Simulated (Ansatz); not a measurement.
C2H2ClSi, SMILES `[C]#C[SiH2]Cl` radical. Total charge 0; spin multiplicity 2. Geometry: relaxed with PBE0-D4/def2-TZVP.

```xyz
6

C     0.575    2.407    0.355
C     0.325    1.234    0.182
Si   -0.006   -0.536   -0.077
Cl   -2.027   -0.842   -0.160
H     0.542   -1.303    1.061
H     0.590   -0.960   -1.360
```

(1) What is the dipole moment at r2SCAN/def2-TZVPP? (An estimate is asked.)

(2) And with PBE, B3LYP, ωB97M-V? (Best estimate.)

(3) Give the Mulliken charges with r2SCAN, B3LYP, ωB97M-V in def2-TZVPP. (Estimate.)

Results:

(1) The calculation gave: 0.96 D, with components (0.94, -0.20, -0.01) D in this frame, pointing from negative to positive charge.

(2) Ansatz gave: PBE 0.88 D, B3LYP 0.97 D, ωB97M-V 0.99 D.

(3) Computed: 
| atom | r2SCAN | B3LYP | ωB97M-V |
| --- | --- | --- | --- |
| C1 | 0.01 | -0.01 | -0.03 |
| C2 | -0.22 | -0.16 | -0.15 |
| Si3 | 0.56 | 0.50 | 0.41 |
| Cl4 | -0.24 | -0.23 | -0.20 |
| H5 | -0.06 | -0.05 | -0.01 |
| H6 | -0.06 | -0.05 | -0.01 |

B3LYP here is the variant with VWN-RPA as its local correlation; programs differ in this.
